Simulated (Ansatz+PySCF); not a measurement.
**sextet MnO: levels of theory in one basis**

```tsv
atom	x (Å)	y (Å)	z (Å)
Mn	0.0000	0.0000	0.0000
O	0.0000	0.0000	1.6460
```

Basis set: def2-SVP (spherical functions). Correlated methods keep 6 orbitals frozen. Correlation on ROHF uses semicanonical orbitals with singles. Charge 0, multiplicity 6.

Computed with Ansatz (development build ahead of 0.2.0); each method stands on the lowest determinant of its kind that the runs found.

```csv
method,E − E(ROHF) (eV),<S²> of the determinant
ROHF,0.00,8.75
UHF,-2.12,9.54
UHF-MP2,-12.28,9.54
```

(1) What does ROHF-MP2 give on the same scale?

(2) Is a single determinant a sound starting point here?

Answers

(1) -12.96 eV.

(2) It is doubtful. Unrestricted orbitals lower Hartree–Fock by 2.12 eV and <S²> is 9.54 where a pure state has 8.75, a sign of strong static correlation.

Caution: other spin multiplicities were not run. Caution for ROHF, ROHF-MP2: an unrestricted determinant lies well below. Caution for UHF, UHF-MP2: the unrestricted determinant is spin contaminated.
